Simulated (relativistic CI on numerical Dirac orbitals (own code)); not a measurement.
# Ligand-field terms of d3

Computed with a parametric ligand-field model of a d^n configuration (Racah B and C, spin-orbit zeta, crystal field), exact diagonalisation.

Field parameters in Wybourne normalisation: Oh B⁴₀ = 21Dq, B⁴₄ = √(5/14) B⁴₀. The field is a parameter set, without covalency, and values of 10Dq over about 45,000 cm⁻¹ lie beyond real compounds.

B = 1020 cm⁻¹, C = 4980 cm⁻¹ (C/B = 4.88), Oh, no spin-orbit coupling. Tanabe-Sugano data, E/B above the lowest term (Δ = |10Dq|; b, c mark the second and third term of a kind):

| Δ/B | 4A2 | 4T2 | 4T1 | 4T1(b) | 2E | 2T1 | 2T2 |
| --- | --- | --- | --- | --- | --- | --- | --- |
| 1.0 | 0.00 | 1.00 | 1.79 | 16.21 | 19.55 | 19.61 | 20.00 |
| 5.0 | 0.00 | 5.00 | 8.68 | 21.32 | 20.84 | 21.50 | 24.71 |
| 9.0 | 0.00 | 9.00 | 15.00 | 27.00 | 21.29 | 22.14 | 28.03 |
| 13.0 | 0.00 | 13.00 | 20.68 | 33.32 | 21.56 | 22.46 | 29.92 |
| 17.0 | 0.00 | 17.00 | 25.79 | 40.21 | 21.76 | 22.67 | 31.22 |
| 21.0 | 0.00 | 21.00 | 30.51 | 47.49 | 21.92 | 22.81 | 32.22 |
| 25.0 | 0.00 | 25.00 | 35.00 | 55.00 | 22.05 | 22.91 | 33.03 |
| 29.0 | 0.00 | 29.00 | 39.34 | 62.66 | 22.16 | 22.99 | 33.69 |
| 33.0 | 0.00 | 33.00 | 43.58 | 70.42 | 22.25 | 23.06 | 34.23 |
| 37.0 | 0.00 | 37.00 | 47.77 | 78.23 | 22.34 | 23.11 | 34.69 |
| 41.0 | 0.00 | 41.00 | 51.91 | 86.09 | 22.41 | 23.16 | 35.08 |
| 45.0 | 0.00 | 45.00 | 56.03 | 93.97 | 22.48 | 23.19 | 35.41 |

The ground term stays 4A2.
